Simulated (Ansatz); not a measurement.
Geometry optimisation, Ansatz, RKS PBE0/def2-SVP.

The input (input.yaml):

```yaml
crystal:
  periodic: [false, false, false]
  atoms:
    - { symbol: W, position_ang: [-0.494091, -0.008197, 0.076622] }
    - { symbol: O, position_ang: [-0.309842, -0.016311, 1.987852] }
    - { symbol: H, position_ang: [0.415036, -0.362884, 2.521406] }
    - { symbol: H, position_ang: [1.148771, -0.247512, 0.179869] }
    - { symbol: H, position_ang: [0.473218, 1.242034, -0.49881] }
    - { symbol: Cl, position_ang: [-2.277782, -0.537524, -1.268494] }
    - { symbol: H, position_ang: [0.125554, -1.542772, 0.052757] }
    - { symbol: H, position_ang: [0.35058, -0.485523, -1.273769] }
    - { symbol: Cl, position_ang: [-2.328588, 2.543392, 1.797711] }
    - { symbol: H, position_ang: [-1.597157, 1.694996, 2.526356] }
basis:
  gaussian: { orbitals: def2-SVP }
hamiltonian:
  xc: pbe0
relax:
  f_tol: 0.03
  max_steps: 50
output:
  orbitals: {}
```

Command:

```bash
$ ansatz run input.yaml --threads 2 --pin off --max-ram 3072MiB --backend cpu --events-out ev --progress --plain --runs-dir out
```

Problem. Where does it end, and by what steps?

Solution. The run converged. After 7 steps the energy has fallen by 0.175 eV; Cl9 moved furthest, 0.58 Å. Joined: W1–Cl9 (3.58 → 2.88 Å).

```tsv
step	energy less start (eV)	largest force component (eV/Å)	accepted
0	0.0000	0.897	yes
1	-0.0766	0.465	yes
2	-0.1352	0.601	yes
3	-0.1670	0.592	yes
4	-0.1633	0.428	no
5	-0.1746	0.097	yes
6	-0.1743	0.139	no
7	-0.1755	0.023	yes
```

```xyz
10
Properties=species:S:1:pos:R:3
W -0.524 0.125 0.176
O -0.265 0.023 2.071
H 0.453 -0.417 2.538
H 1.099 -0.223 0.232
H 0.469 1.332 -0.459
Cl -2.328 -0.447 -1.142
H -0.010 -1.451 0.087
H 0.272 -0.385 -1.190
Cl -2.134 2.168 1.405
H -1.526 1.555 2.384
```

Whether the end is a true minimum wasn't checked by a vibrational analysis.

Time of the run: 35 s on 2 threads of Arm Neoverse V1 (shared host), peak memory 0.27 GiB.
